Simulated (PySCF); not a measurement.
SMILES C(#C[SiH2]C)[SiH](Cl)Cl (C3H6Cl2Si2) (B3LYP/def2-SVP optimised geometry):

```
13

Si    -1.994    -2.777    -4.181
Cl    -4.061    -2.777    -4.251
Cl    -1.305    -4.725    -4.277
C     -1.445    -2.018    -2.620
C     -1.065    -1.488    -1.583
Si    -0.505    -0.705     0.000
C     -1.185    -1.656     1.473
H     -1.482    -2.038    -5.353
H      0.986    -0.705     0.000
H     -0.986     0.705     0.000
H     -0.849    -1.190     2.413
H     -0.837    -2.701     1.461
H     -2.287    -1.659     1.463
```

Level of theory: B3LYP/def2-TZVP (PySCF).

Q: What are the frontier orbital energies and the dipole moment?

A: HOMO-2 -9.02 eV, HOMO-1 -8.23 eV, HOMO -8.19 eV, LUMO -1.40 eV, LUMO+1 -1.39 eV; dipole moment 2.12 D.

On the same geometry PySCF 2.14.0 with PBE/def2-TZVP gives HOMO-2 -7.87 eV, HOMO-1 -7.29 eV, HOMO -7.23 eV, LUMO -2.11 eV, LUMO+1 -2.10 eV; dipole moment 2.13 D.

Meta-Löwdin charges at B3LYP/def2-TZVP: Si1 0.89, Cl2 -0.28, Cl3 -0.28, C4 -0.31, C5 -0.23, Si6 0.68, C7 -0.58, H8 -0.09, H9 -0.10, H10 -0.10, H11 0.13, H12 0.13, H13 0.13.
